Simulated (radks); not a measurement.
Results of a calculation; reference values are marked as such.
Problem. Coherent X-ray form factor from a spherical all-electron density. Code: a radial shooting solver on a logarithmic mesh with Libxc functionals. Model: Dirac Kohn-Sham, revPBE, spin-unpolarised, spherical densities, finite nucleus; Fermi nuclear charge, rms radius of each element as measured or else 0.836 A^(1/3) + 0.57 fm.

sin(theta)/lambda (1/angstrom)  f0 (electrons)
0.05                                    77.319
0.1                                     75.377
0.15                                    72.450
0.2                                     68.892
0.25                                    65.052
0.3                                     61.204
0.4                                     54.124
0.5                                     48.214
0.6                                     43.361
0.8                                     35.725
1                                       29.693
1.25                                    23.812
1.5                                     19.676
2                                       15.140

The species is in the configuration that NIST lists as its ground one. Which atom or ion scatters so?

Solution. The thallium ion Tl3+, [Xe] 4f14 5d10. Extrapolating in s^2 from the first two rows gives f0(0) = 78.0, near the electron count 78; among species with that count, the fall with angle is slower the higher Z, and the table is that of Z = 81; from so few rows the species is fixed only to a neighbour or two.
